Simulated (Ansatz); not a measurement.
Consider the redistribution: `[NH2][GaH][SiH2]O` + `CC[SeH]` → `O[SiH2][SeH]` + `C[CH2][GaH][NH2]`.

Calculated with Ansatz (gas phase, PBE0-D4/def2-TZVP geometries, no zero-point term in ΔE). CBS: MP2 limit from def2 TZ/QZ plus the TZ coupled-cluster correction, frozen cores. Functionals use def2-TZVPP. B3LYP here is the variant with VWN-RPA as its local correlation; programs differ in this. For Ga, Se outer-core shells are correlated without core-valence functions, which leaves a few kJ/mol of doubt a bond. Scalar relativity is left out up to krypton. Each species was taken in one conformer, which may not be the lowest.

`[NH2][GaH][SiH2]O`:

Z-matrix (Å, degrees):
```
Si
Ga 1 2.405
O 1 1.659 2 107.3
H 1 1.496 2 111.5 3 121.1
H 1 1.496 2 111.9 3 -121.4
N 2 1.818 1 116.5 3 143.3
H 2 1.567 1 128.4 3 -38.0
H 3 0.958 1 117.1 2 178.0
H 6 1.006 2 124.4 1 -2.4
H 6 1.006 2 123.9 1 178.7
```

`CC[SeH]`:

```xyz
9

C    -0.649    0.444    0.590
C     0.608    0.247   -0.228
Se    1.071   -1.631   -0.533
H    -0.830    1.510    0.759
H    -0.569   -0.050    1.560
H    -1.522    0.035    0.078
H     1.484    0.647    0.284
H     0.545    0.736   -1.200
H    -0.139   -1.938   -1.308
```

`O[SiH2][SeH]`:

Cartesian coordinates in Å:
```
O -1.370 -0.883 0.065
Si -0.324 0.359 0.306
Se 1.859 -0.298 0.400
H -1.155 -1.521 -0.616
H -0.416 1.376 -0.771
H -0.683 0.922 1.624
H 2.089 0.046 -1.008
```

`C[CH2][GaH][NH2]`:

Cartesian coordinates in Å:
```
C 1.041 0.204 -1.157
C -0.242 0.909 -0.731
Ga -1.106 0.141 0.865
N -0.298 -1.302 1.624
H 0.864 -0.849 -1.392
H 1.798 0.233 -0.368
H 1.485 0.663 -2.046
H -0.052 1.969 -0.531
H -0.976 0.899 -1.545
H -2.420 0.632 1.563
H -0.644 -1.779 2.439
H 0.549 -1.720 1.280
```

| level | ΔE (kJ/mol) | difference from CCSD(T)/CBS |
| --- | --- | --- |
| PBE-D4 | -76.9 | 12.6 |
| r2SCAN-D4 | -86.2 | 3.3 |
| r2SCAN | -85.9 | 3.6 |
| PBE0 | -80.4 | 9.1 |
| B3LYP | -78.4 | 11.1 |
| MP2/def2-TZVPP | -92.1 | -2.6 |
| HF/def2-QZVPP | -84.6 | 4.9 |
| MP2/def2-QZVPP | -95.6 | -6.1 |
| SCS-MP2/def2-QZVPP | -89.9 | -0.4 |
| MP2/CBS(def2) | -98.1 | -8.6 |
| CCSD(T)/CBS | -89.5 | 0 |

Largest T1 diagnostic among the species: 0.014.

From PBE to PBE0 (25 % exact exchange), in def2-TZVPP and without D4, ΔE moves by −4.8 kJ/mol.
